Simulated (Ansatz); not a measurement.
Reaction (ligand exchange at the Al–Se bond): `[AlH2][SeH]` + `NCF` → `FC[NH][AlH2]` + H₂Se

Isolated molecules relaxed with PBE0-D4/def2-TZVP in Ansatz; ΔE leaves out vibrations. CCSD(T)/CBS adds triple-zeta CCSD(T) − MP2 to the extrapolated MP2 energy (def2 sets, frozen cores). DFT in def2-TZVPP. For Se outer-core shells are correlated without core-valence functions, which leaves a few kJ/mol of doubt a bond. Scalar relativity is left out up to krypton. One conformer a species, not always the lowest.

Is it downhill or uphill in electronic energy at CCSD(T)/CBS, and by how much? (Estimate.)

Computed: Uphill: ΔE = +8.8 kcal/mol.

What do these levels give: PBE-D4, BLYP-D4, B97M-V, PBE0-D4, BHLYP-D4, ωB97X-V, PBE-QIDH, PBE0, r2SCANh, CAM-B3LYP, CCSD/def2-SVP, HF/def2-TZVPP? (Estimate.)

Ansatz gave: PBE-D4 9.6, BLYP-D4 6.9, B97M-V 7.3, PBE0-D4 10.2, BHLYP-D4 8.4, ωB97X-V 8.2, PBE-QIDH 10.0, PBE0 10.5, r2SCANh 9.5, CAM-B3LYP 7.2, CCSD/def2-SVP 7.2, HF/def2-TZVPP 9.6 kcal/mol.

Largest T1 diagnostic among the species: 0.012.

At CCSD(T), def2-SVP lies −1.7 kcal/mol from the extrapolated value and def2-TZVPP −0.9 kcal/mol. Leaving LDA and LC-ωPBE aside and taking each functional with its dispersion term where it has one, the values, not all of them listed here, spread over 3.4 kcal/mol, from BLYP-D4 to HSE06-D4. LDA lies −1.4 kcal/mol from PBE without D4. In def2-TZVPP, CCSD(T) changes the Hartree–Fock value by −1.6 kcal/mol (the triples alone add −0.0 kcal/mol) and MP2 by −1.2 kcal/mol.
